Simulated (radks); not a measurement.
B III, configuration 1s1 2s2 (not the ground configuration).

Calculated with a radial shooting solver on a logarithmic mesh with Libxc functionals: non-relativistic Kohn-Sham, r2SCAN, spin-polarised, spherical densities, point nucleus; open shells are filled with parallel spins first; meta-GGA in the generalised Kohn-Sham scheme.

Energy parts (eV):
total: -443.643
kinetic: 442.465
electron-nucleus: -946.403
Hartree: 122.847
exchange-correlation: -62.553

Orbitals (lengths in bohr, moments of r in powers of bohr; <r^-3> diverges for s and p1/2; r(max) is where P^2 peaks):
orbital  occ.  eigenvalue (eV)  r(max)   <r^2>  <r^-3>
1s up       1        -266.1322  0.2004  0.1236       -
1s down     0        -210.2511  0.1975  0.1320       -
2s up       1         -38.5022   1.209   2.445       -
2s down     1         -37.2697   1.249   2.584       -
2p up       0         -32.3047   1.037   2.134   2.744
2p down     0         -27.8660   1.232   2.824   1.285

The highest occupied level is 2s down at -37.270 eV. The configuration is held as typed, so some empty levels lie below it. The spin density at the nucleus is 39.42 e/bohr^3 (1s 39.45, 2s -0.03), a Fermi contact field of 2.07e+03 T. The density falls to 0.001 e/bohr^3 at r = 2.91 bohr. Spin moment in Bohr magnetons: 1. Summed over all electrons, <r^2> = 5.152 bohr^2, which gives a Langevin (diamagnetic) susceptibility term of -4.08 x 10^-6 cm^3/mol. Virial ratio -V/T = 2.00266.
